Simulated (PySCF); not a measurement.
Numbering as in the mapped SMILES `[O:1]=[CH:2][c:3]1[p:4][cH:5][p:6][cH:7][c:8]1[F:9]`. Each H is labelled by its parent atom.

PySCF 2.14.0 with density-fitted response routines calculation with coordinates at the GFN2-xTB level and GIAO PBE0/pcSseg-1 shieldings; single conformer, relativity neglected, in vacuum.

Shifts are taken against calculated references (same method and geometry level): TMS for ¹³C (σref 186.93).

**Question.** Do the ¹³C shifts follow the atomic charges (in e)? Tabulate both.

**Answer.** 
```csv
atoms,hybridisation,δ (ppm),σ para (ppm),Hirshfeld,IAO,Mulliken,ESP-fitted
C2,sp2,193.4,-249,+0.10,+0.24,+0.38,+0.34
C5,sp2,193.1,-273,-0.17,-0.65,-0.71,-0.04
C8,sp2,175.1,-236,+0.10,+0.33,+0.46,-0.15
C3,sp2,156.5,-239,-0.10,-0.33,-0.71,+0.21
C7,sp2,149.4,-228,-0.12,-0.43,-0.42,+0.06
```

Correlation coefficients of δ with charge over these carbons: Hirshfeld +0.32, IAO +0.24, Mulliken +0.35, ESP-fitted +0.04; with the paramagnetic shielding -0.80. With so few points these coefficients are fragile. Charge is one influence among several: hybridisation and low-lying excitations act through the paramagnetic term.

Shifts are as computed. Against solution values, carbons near 30 ppm lie about +3 ppm off and those near 130 ppm about +5 ppm. Of 1211 compounds with measured shifts, 218 miss one by over three times the rms of a fit or turn the order of signals round; such compounds aren't used in these exercises.
